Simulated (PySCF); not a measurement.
**Correlation energy of Ti⁺ (titanium, charge +1)**

[Ar] 3d3, high-spin 4F determinant (an excited configuration). All numbers are calculated (PySCF 2.14, scalar relativity by spin-free X2C-1e, in x2c-TZVPPall). Frozen: [Ne]; 11 electrons correlated.

```json
{"level": "CCSD", "correlation energy (mhartree)": "-288.20"}
{"level": "(T)", "correlation energy (mhartree)": "-6.23"}
{"level": "CCSD(T)", "correlation energy (mhartree)": "-294.43"}
```

Diagnostics: T1 = 0.0084, D1 = 0.0210, largest double amplitude 0.026.

Q: Is a single reference adequate?

A: Yes: T1 lies below 0.03 and no double amplitude reaches 0.07.

This basis was not built for core-valence correlation, so the inner-shell part is incomplete.
